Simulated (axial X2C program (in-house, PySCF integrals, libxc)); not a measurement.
# InTe⁺: properties at the nuclei

Calculated with an axial X2C code built on PySCF integrals: two-component X2C with atomic mean-field Coulomb and Gaunt terms, Gaussian nuclei, basis Te dyall-cv3z, In dyall-cv3z with contracted cores.

R = 2.959 Å (near the PBE0 minimum at charge 1 of the determinant lowest at the starting distance; the state shown can have its own minimum elsewhere).

Determinant lowest in the PBE0 search, Ω = 1 (⟨Sz⟩ = 0.67, ⟨Lz⟩ = 0.33 at PBE0), spin on the atoms Te 0.73, In -0.05:

```json
{"level": "PBE0", "Eeff magnitude (GV/cm)": "6.92", "Ws magnitude Te (kHz)": "0.0424", "Ws magnitude In (kHz)": "4", "A∥/gI Te (MHz)": "-19.8", "qzz Te (a.u.)": "-4.85", "A∥/gI In (MHz)": "-366", "qzz In (a.u.)": "-2.46"}
{"level": "HF", "Eeff magnitude (GV/cm)": "13.8", "Ws magnitude Te (kHz)": "0.539", "Ws magnitude In (kHz)": "8.59", "A∥/gI Te (MHz)": "0.685", "qzz Te (a.u.)": "-5.80", "A∥/gI In (MHz)": "-49", "qzz In (a.u.)": "-2.17"}
{"level": "r2SCAN", "Eeff magnitude (GV/cm)": "3.01", "Ws magnitude Te (kHz)": "0.181", "Ws magnitude In (kHz)": "1.99", "A∥/gI Te (MHz)": "-709", "qzz Te (a.u.)": "-8.61", "A∥/gI In (MHz)": "-145", "qzz In (a.u.)": "-2.83"}
{"level": "BP86", "Eeff magnitude (GV/cm)": "6.6", "Ws magnitude Te (kHz)": "0.197", "Ws magnitude In (kHz)": "3.65", "A∥/gI Te (MHz)": "125", "qzz Te (a.u.)": "-3.74", "A∥/gI In (MHz)": "-544", "qzz In (a.u.)": "-2.53"}
{"level": "LDA", "Eeff magnitude (GV/cm)": "7.19", "Ws magnitude Te (kHz)": "0.189", "Ws magnitude In (kHz)": "3.99", "A∥/gI Te (MHz)": "296", "qzz Te (a.u.)": "-2.60", "A∥/gI In (MHz)": "-668", "qzz In (a.u.)": "-2.49"}
```

Determinant 0.60 eV from it at PBE0 and this distance, Ω = 0 (closed shell), highest spinor 53% Te p, 25% In s, 18% In p:

```tsv
level	qzz Te (a.u.)	qzz In (a.u.)
PBE0	-9.71	-2.66
HF	-10.21	-2.43
r2SCAN	-9.76	-2.79
BP86	-9.62	-2.78
LDA	-9.72	-2.85
```

Eeff is the effective electric field on the electron electric dipole moment in this Ω state and Ws the scalar–pseudoscalar constant of the nucleus named (defined with the proton number Z and per Ω); A∥ (defined per Ω) follows by multiplying with gI = μI/(I μN); qzz is the electric field gradient, eQq0 = 234.96 MHz × Q/barn × qzz. The operators were transformed with the bare-nucleus X2C matrices; with these basis sets, hyperfine constants and field gradients can be off by tens of per cent, and where levels differ in sign neither size nor sign is settled.

(1) With Q(115In) = 0.772 barn (Q from Pyykkö, Mol. Phys. 2018), turn the PBE0 values of the first state into constants in MHz.

Each state is one determinant with collinear spin, which with several unpaired electrons need not be a pure state. Unrestricted Hartree–Fock can overshoot spin polarisation at the nuclei. With several open shells hyperfine constants can be off by a factor of several. Where Eeff spreads by more than a factor of two the levels disagree and none is to be relied on. Open-shell Ω = 0 determinants with evenly filled partner blocks cannot be reached by this program, so the Ω shown need not be the lowest component. At LDA a later determinant lies lower. States lie within half an eV, so the first need not be the ground state. The sign of Ws at Te differs between levels in the first state. Further determinants of the search, some of them spin-mixed, are not shown. Where a field gradient or hyperfine factor spreads by more than a factor of two over the levels, a constant derived from it is not to be relied on. PBE0 term energies can be off by some tenths of an eV.

Results:

(1) eQq0(115In) = 234.96 × (0.772) × (-2.46) = -446 MHz.
